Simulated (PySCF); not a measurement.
Field gradients at the hydrogen positions

Species: C6H10F3P.
Cartesian coordinates in Å at the GFN2-xTB level; atoms count from 1:
```xyz
20
C6H10F3P angstrom
C     -2.572    0.770    0.355
C     -1.764   -0.429   -0.126
C     -0.266   -0.219    0.057
C      0.601   -1.414   -0.396
P      1.733   -0.327   -1.412
C      2.937    0.104   -0.010
F      3.589    1.242   -0.292
F      3.862   -0.860    0.117
F      2.396    0.271    1.208
C      0.363    0.830   -0.885
H     -2.392    0.951    1.413
H     -2.299    1.667   -0.196
H     -3.635    0.591    0.214
H     -2.063   -1.317    0.436
H     -1.976   -0.615   -1.182
H     -0.072    0.029    1.102
H      0.057   -2.100   -1.046
H      1.083   -1.987    0.395
H     -0.275    1.061   -1.738
H      0.688    1.763   -0.425
```

Level: PBE0/pcSseg-1 (PySCF, non-relativistic); Q(2H) = 0.00286 b; rigid geometry, the same for H and D, with no vibrational averaging.

Task: Tabulate Vzz, the asymmetry η and χzz = 234.96 MHz × Q × Vzz for every hydrogen position.

Result: 
```csv
atom,bonded to,bond length (Å),Vzz (au),η,χzz (kHz)
H11,C1,1.088,0.3146,0.02,211
H12,C1,1.087,0.3154,0.02,212
H13,C1,1.087,0.3167,0.02,213
H14,C2,1.093,0.3029,0.02,204
H15,C2,1.093,0.3018,0.02,203
H16,C3,1.092,0.2999,0.01,202
H17,C4,1.090,0.3104,0.01,209
H18,C4,1.089,0.3127,0.00,210
H19,C10,1.090,0.3103,0.01,209
H20,C10,1.089,0.3122,0.00,210
```

Isolated species at its GFN2-xTB geometry (one conformer only). GFN2-xTB bond lengths can be off by several hundredths of an ångström, more for odd bonds, and the gradients follow them. With a basis this small, the couplings can be 20 % off.
